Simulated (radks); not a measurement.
Results of a calculation; reference values are marked as such.
The oxygen anion O-, [He] 2s2 2p5, held by a Watson sphere: a shell of charge +1 at radius R that stands for the Madelung well of a crystal (potential energy -1/R inside, -1/r outside, in hartree with lengths in bohr). Code: a radial shooting solver on a logarithmic mesh with Libxc functionals. Model: scalar-relativistic Kohn-Sham, LDA (Slater exchange, Perdew-Wang correlation), spin-polarised, spherical densities, finite nucleus; open shells are filled with parallel spins first; Fermi nuclear charge, rms radius of each element as measured or else 0.836 A^(1/3) + 0.57 fm. Response by self-consistent Sternheimer equations with the Hartree and adiabatic LDA kernel, the relativistic mass of each level held fixed and spin-orbit coupling left out. The sphere does not respond.

| R (bohr) | e(2s down) (eV) | e(2p up) (eV) | e(2p down) (eV) | <r> 2p (bohr) | sum of <r^2> (bohr^2) | X-ray form factor at sin(theta)/lambda = 0.3 1/angstrom | alpha (bohr^3) |
|---|---|---|---|---|---|---|---|
| 1.58 | -22.996 | -9.773 | -8.498 | 1.362 | 15.25 | 4.212 | 7.990 |
| 1.9 | -21.984 | -8.942 | -7.696 | 1.410 | 16.23 | 4.143 | 9.663 |
| 2.09 | -21.438 | -8.473 | -7.239 | 1.435 | 16.76 | 4.118 | 10.77 |
| 2.42 | -20.591 | -7.718 | -6.497 | 1.475 | 17.58 | 4.093 | 12.88 |
| 3.26 | -18.931 | -6.158 | -4.944 | 1.553 | 19.23 | 4.073 | 19.12 |
| 3.37 | -18.755 | -5.988 | -4.774 | 1.562 | 19.41 | 4.072 | 20.02 |
| 3.46 | -18.617 | -5.855 | -4.640 | 1.569 | 19.55 | 4.071 | 20.77 |
| 3.59 | -18.427 | -5.670 | -4.454 | 1.578 | 19.75 | 4.071 | 21.88 |
| 3.89 | -18.023 | -5.277 | -4.057 | 1.598 | 20.17 | 4.070 | 24.51 |
